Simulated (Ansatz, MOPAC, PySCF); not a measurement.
Pair of molecules: CH4 (SMILES C) (first 5 atoms) with SO2 (SMILES O=S=O); geometry from B3LYP-D3(BJ)/def2-TZVP, rigid monomers moved along the line of their centres of mass till C1···S7 is 4.81 Å.
(charge 0, multiplicity 1):
```xyz
8

C     -0.0231     0.0042    -0.1771
H     -0.0391     0.1236    -1.2593
H      0.8642    -0.5611     0.1065
H      0.0030     0.9859     0.2938
H     -0.9209    -0.5278     0.1362
O     -1.1567     0.4122     4.7059
S      0.0461    -0.3720     4.6214
O      1.3168     0.3006     4.6602
```

Monomers are frozen at their geometry in the pair; levels with a basis set take the counterpoise correction. Rows marked so take none.

Rows in 6-31G*, STO-3G carry no dispersion term and start afresh at each structure (6-31G* with six Cartesian d functions). The state that PM6 reach isn't checked.

Codes used: Ansatz (Gaussian orbitals); MOPAC for PM6 (differences of heats of formation); PySCF for 6-31G* rows, STO-3G rows, the dispersion terms. Values without a source in brackets are computed.

| level | interaction energy (kcal/mol) |
|---|---|
| PM6 | -0.06 |
| HF/STO-3G (no counterpoise) | -0.07 |
| HF/6-31G* | -0.09 |
| HF/6-31G* (no counterpoise) | -0.12 |
| PBE/def2-TZVPPD | … |
| PBE-D4/def2-TZVPPD | -0.37 |
| BP86/6-31G* (no counterpoise) | 0.00 |
| B3LYP/6-31G* | -0.03 |
| PBE0-D4/def2-TZVPPD | -0.36 |

Problem. Fill in the missing entries.

Solution. 
- PBE/def2-TZVPPD, interaction energy (kcal/mol): -0.17

Ansatz is a quantum-chemistry and plane-wave program.
